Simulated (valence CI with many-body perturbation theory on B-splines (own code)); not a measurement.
# E1 transitions of Pr XLV

Computed by configuration interaction combined with many-body perturbation theory (CI+MBPT): five valence electrons over a frozen Dirac-Fock core [Ne], a basis of 11 s, 11 p, 10 d, 8 f, 5 g, 2 h functions for each j, with the one-electron correlation potential Σ1 (screened to all orders), the two-electron term Σ2, the three-electron term Σ3, Breit, model QED; selected single and double excitations, second order for the rest, scaled by the run's own slope (own B-spline code, finite nucleus).

The last digits are not significant, and no measured levels were compared; by estimate large intervals hold to a few tenths of a per cent, small ones and those within an open d or f shell to about a per cent. Among the levels kept, up to 3100 cm⁻¹ of a level comes from second order outside the variational space, and about a tenth of that is noise between levels of different J, which matters for small intervals.

Lines 51 to 100 of 566 in falling wavelength, among levels below 684.81 eV, chosen from the strongest by gf and those to the six lowest levels. Wavelengths and rates use the calculated energies. Electric multipoles are in the length gauge, E1 and E2 with the static RPA response of the core. Weak lines are less certain than strong ones. Lines between different terms over intervals too small for the method are left out, as are lines whose strength nearly cancels. The highest levels of a list are the least certain.

Levels are named by their leading jj configuration (3d3/2^4 stands for four electrons in 3d with j = 3/2), which in mixed levels can hold well under half, so a name can repeat and another be missing. Letters in brackets count levels of one name in rising energy.

| λ vac (nm) | Upper | Lower | A (s⁻¹) | log gf | Branch % |
| --- | --- | --- | --- | --- | --- |
| 9.064 | (3s 3p1/2^2 3p3/2^2) J=3/2 | (3s^2 3p1/2 3p3/2^2) J=5/2 | 1.76e+10 | -1.06 | 8.1 |
| 9.014 | (3s 3p1/2 3p3/2^2 3d5/2) J=3/2 [e] | (3s^2 3p3/2^2 3d5/2) J=5/2 [b] | 1.14e+10 | -1.26 | 1.4 |
| 8.998 | (3s 3p1/2 3p3/2^2 3d5/2) J=7/2 [a] | (3s^2 3p3/2^2 3d5/2) J=7/2 | 8.67e+09 | -1.07 | 4.2 |
| 8.945 | (3s 3p1/2^2 3d3/2 3d5/2) J=5/2 [b] | (3s^2 3p1/2 3d3/2 3d5/2) J=7/2 [a] | 8.89e+09 | -1.19 | 6.5 |
| 8.932 | (3s 3p1/2^2 3p3/2 3d3/2) J=3/2 [b] | (3s^2 3p1/2 3p3/2 3d3/2) J=5/2 [a] | 1.07e+10 | -1.29 | 8.0 |
| 8.719 | (3s 3p1/2^2 3p3/2 3d3/2) J=5/2 [b] | (3s^2 3p1/2 3p3/2 3d3/2) J=7/2 | 2.13e+10 | -0.84 | 7.9 |
| 8.713 | (3s 3p1/2^2 3p3/2 3d5/2) J=7/2 [b] | (3s^2 3p1/2 3p3/2 3d5/2) J=9/2 | 1.87e+10 | -0.77 | 7.1 |
| 8.639 | (3s 3p1/2 3p3/2^3) J=3/2 [b] | (3s^2 3p3/2^3) J=3/2 | 1.23e+10 | -1.26 | 2.0 |
| 8.610 | (3s 3p1/2^2 3d3/2^2) J=3/2 | (3s 3p1/2^2 3p3/2 3d3/2) J=5/2 [b] | 1.09e+10 | -1.31 | 31.4 |
| 8.554 | (3s 3p1/2 3p3/2^2 3d5/2) J=7/2 [b] | (3s^2 3p3/2^2 3d5/2) J=9/2 | 1.07e+10 | -1.03 | 2.5 |
| 8.532 | (3p1/2^2 3p3/2^2 3d3/2) J=7/2 | (3s 3p1/2 3p3/2^2 3d3/2) J=9/2 | 3.09e+10 | -0.57 | 6.5 |
| 8.496 | (3s 3p1/2^2 3p3/2^2) J=3/2 | (3s^2 3p1/2 3p3/2^2) J=3/2 | 7.45e+09 | -1.49 | 3.4 |
| 8.481 | (3s 3p1/2 3p3/2^2 3d5/2) J=9/2 [c] | (3s^2 3p3/2^2 3d5/2) J=9/2 | 1.44e+10 | -0.81 | 4.2 |
| 8.368 | (3p1/2^2 3p3/2^2 3d3/2) J=3/2 | (3s 3p1/2 3p3/2^2 3d3/2) J=5/2 [a] | 1.73e+10 | -1.14 | 8.8 |
| 8.281 | (3s 3p1/2 3p3/2^2 3d3/2) J=5/2 [e] | (3s^2 3p3/2^2 3d3/2) J=7/2 | 1.61e+10 | -1.00 | 1.9 |
| 8.273 | (3p1/2^2 3p3/2^2 3d3/2) J=5/2 | (3s 3p1/2 3p3/2^2 3d3/2) J=7/2 [a] | 2.44e+10 | -0.82 | 7.7 |
| 8.249 | (3s 3p1/2 3p3/2^2 3d3/2) J=3/2 [a] | (3s 3p1/2 3p3/2^3) J=5/2 | 1.97e+10 | -1.10 | 3.8 |
| 8.211 | (3s^2 3p1/2 3p3/2 3d3/2) J=3/2 [a] | (3s^2 3p1/2 3p3/2^2) J=1/2 | 5.87e+08 | -2.62 | 1.2 |
| 8.189 | (3s^2 3p1/2 3p3/2 3d3/2) J=1/2 [a] | (3s^2 3p1/2 3p3/2^2) J=1/2 | 5.29e+08 | -2.97 | 10.5 |
| 8.156 | (3s 3p1/2^2 3p3/2 3d5/2) J=7/2 [b] | (3s^2 3p1/2 3p3/2 3d5/2) J=7/2 [a] | 8.48e+09 | -1.17 | 3.2 |
| 8.085 | (3s 3p1/2 3p3/2^2 3d5/2) J=7/2 [c] | (3s^2 3p3/2^2 3d5/2) J=9/2 | 6.08e+09 | -1.32 | 0.9 |
| 7.711 | (3s^2 3p1/2 3p3/2 3d3/2) J=5/2 [a] | (3s^2 3p1/2 3p3/2^2) J=5/2 | 1.92e+09 | -1.99 | 59.0 |
| 7.637 | (3s^2 3p1/2 3p3/2 3d3/2) J=3/2 [a] | (3s^2 3p1/2 3p3/2^2) J=5/2 | 4.65e+09 | -1.79 | 9.8 |
| 7.260 | (3s^2 3p3/2 3d5/2^2) J=5/2 [a] | (3s^2 3p3/2^2 3d5/2) J=3/2 | 1.16e+10 | -1.26 | 5.5 |
| 7.254 | (3s^2 3p1/2^2 3d3/2) J=3/2 | (3s^2 3p1/2^2 3p3/2) J=3/2 | 4.38e+09 | -1.86 | 99.4 |
| 7.230 | (3s^2 3p1/2 3p3/2 3d3/2) J=3/2 [a] | (3s^2 3p1/2 3p3/2^2) J=3/2 | 3.74e+08 | -2.93 | 0.8 |
| 7.213 | (3s^2 3p1/2 3p3/2 3d3/2) J=1/2 [a] | (3s^2 3p1/2 3p3/2^2) J=3/2 | 1.34e+09 | -2.68 | 26.7 |
| 6.875 | (3s^2 3p1/2 3d3/2 3d5/2) J=9/2 | (3s^2 3p1/2 3p3/2 3d5/2) J=9/2 | 7.44e+09 | -1.28 | 11.0 |
| 6.833 | (3s^2 3p1/2 3p3/2 3d5/2) J=3/2 [a] | (3s^2 3p1/2 3p3/2^2) J=1/2 | 2.78e+08 | -3.11 | 1.3 |
| 6.775 | (3s 3p1/2^2 3d3/2 3d5/2) J=7/2 [b] | (3s 3p1/2^2 3p3/2 3d5/2) J=7/2 [a] | 1.44e+10 | -1.10 | 11.1 |
| 6.723 | (3s 3p1/2 3p3/2^2 3d3/2) J=7/2 [a] | (3s^2 3p1/2 3p3/2 3d5/2) J=5/2 [b] | 9.85e+09 | -1.27 | 7.5 |
| 6.605 | (3s^2 3p3/2 3d3/2 3d5/2) J=11/2 | (3s^2 3p3/2^2 3d5/2) J=9/2 | 6.30e+09 | -1.31 | 1.9 |
| 6.597 | (3s 3p1/2^2 3d5/2^2) J=5/2 | (3s 3p1/2^2 3p3/2 3d5/2) J=3/2 [b] | 1.43e+10 | -1.25 | 7.5 |
| 6.587 | (3s^2 3p1/2 3d3/2 3d5/2) J=7/2 [c] | (3s^2 3p1/2 3p3/2 3d5/2) J=5/2 [b] | 1.85e+10 | -1.02 | 3.4 |
| 6.565 | (3s^2 3p1/2 3p3/2 3d5/2) J=7/2 [a] | (3s^2 3p1/2 3p3/2^2) J=5/2 | 3.68e+08 | -2.72 | 97.9 |
| 6.525 | (3s^2 3p1/2 3d5/2^2) J=9/2 | (3s^2 3p1/2 3p3/2 3d5/2) J=7/2 [b] | 2.83e+10 | -0.74 | 37.9 |
| 6.486 | (3s 3p1/2^2 3d5/2^2) J=9/2 | (3s 3p1/2^2 3p3/2 3d5/2) J=7/2 [b] | 1.35e+10 | -1.07 | 9.0 |
| 6.480 | (3s^2 3p1/2 3p3/2 3d3/2) J=5/2 [b] | (3s^2 3p1/2 3p3/2^2) J=5/2 | 4.51e+08 | -2.77 | 0.1 |
| 6.470 | (3s 3p1/2^2 3d5/2^2) J=7/2 | (3s 3p1/2^2 3p3/2 3d5/2) J=5/2 [b] | 6.15e+10 | -0.51 | 37.2 |
| 6.457 | (3s^2 3p3/2 3d5/2^2) J=7/2 [a] | (3s^2 3p3/2^2 3d5/2) J=5/2 [a] | 2.02e+10 | -1.00 | 5.6 |
| 6.431 | (3s^2 3p1/2 3p3/2 3d5/2) J=3/2 [a] | (3s^2 3p1/2 3p3/2^2) J=5/2 | 1.90e+09 | -2.33 | 9.0 |
| 6.388 | (3s^2 3p1/2 3d5/2^2) J=5/2 | (3s^2 3p1/2 3p3/2 3d5/2) J=3/2 [b] | 2.45e+10 | -1.05 | 15.2 |
| 6.313 | (3s 3p1/2^2 3d3/2 3d5/2) J=9/2 | (3s 3p1/2^2 3p3/2 3d5/2) J=9/2 | 2.03e+10 | -0.92 | 13.4 |
| 6.294 | (3s 3p1/2^2 3p3/2 3d3/2) J=3/2 [a] | (3s^2 3p1/2^2 3d5/2) J=5/2 | 9.19e+08 | -2.66 | 3.1 |
| 6.280 | (3s^2 3p1/2 3p3/2 3d3/2) J=3/2 [b] | (3s^2 3p1/2 3p3/2^2) J=5/2 | 8.10e+08 | -2.72 | 0.1 |
| 6.268 | (3s^2 3p3/2 3d3/2 3d5/2) J=7/2 [a] | (3s^2 3p3/2^2 3d3/2) J=7/2 | 1.06e+10 | -1.30 | 1.1 |
| 6.267 | (3s^2 3p1/2 3p3/2 3d5/2) J=5/2 [a] | (3s^2 3p1/2 3p3/2^2) J=5/2 | 1.86e+10 | -1.18 | 16.6 |
| 6.262 | (3s 3p1/2 3p3/2^2 3d3/2) J=9/2 | (3s^2 3p1/2 3p3/2 3d5/2) J=7/2 [b] | 2.61e+10 | -0.81 | 12.4 |
| 6.238 | (3s^2 3p1/2 3d3/2 3d5/2) J=7/2 [a] | (3s^2 3p1/2 3p3/2 3d3/2) J=7/2 | 1.03e+10 | -1.32 | 12.4 |
| 6.218 | (3s 3p1/2 3p3/2^2 3d5/2) J=3/2 [a] | (3s 3p1/2 3p3/2^3) J=5/2 | 2.10e+10 | -1.31 | 4.9 |

Problem. How does gf follow from A for the line at 7.260 nm?

Solution. gf = 1.4992 × (2J+1)_upper × A / σ², with σ = 1377421 cm⁻¹ and 2J+1 = 6: gf = 0.0549.
